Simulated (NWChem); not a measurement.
System: AlGeH3F2; SMILES [GeH3][Al]([F])[F]

NWChem input:

```
start job
memory heap 200 mb stack 900 mb global 1100 mb
geometry units angstroms
  Al     0.005232    -1.058226     0.002773
  F      1.421195    -1.951407    -0.006922
  F     -1.423994    -1.930407    -0.007640
  Ge     0.007110     1.393747     0.010171
  H     -1.033931     1.942725     1.020719
  H      1.403383     1.956135     0.379528
  H     -0.375130     1.933902    -1.394581
end
basis spherical
  * library 6-31g*
end
dft
  xc b3lyp
  iterations 150
end
driver
  maxiter 120
end
task dft optimize
task dft freq
```

The level has its own optimisation; frequencies are unscaled.

Problem. Give the results of this calculation. (B3LYP/6-31G* (spherical d).) Quantities: r Al–F (Å); r Al–Ge (Å); r Ge–H (Å); highest harmonic frequency (cm⁻¹); lowest (cm⁻¹); zero-point energy (kcal/mol); dipole (D).

Solution. 
```
Quantity                           Result
---------------------------------  ------
r Al–F (Å)                          1.656
r Al–Ge (Å)                         2.461
r Ge–H (Å)                          1.546
highest harmonic frequency (cm⁻¹)    2127
lowest (cm⁻¹)                          56
zero-point energy (kcal/mol)         17.8
dipole (D)                           1.71
```
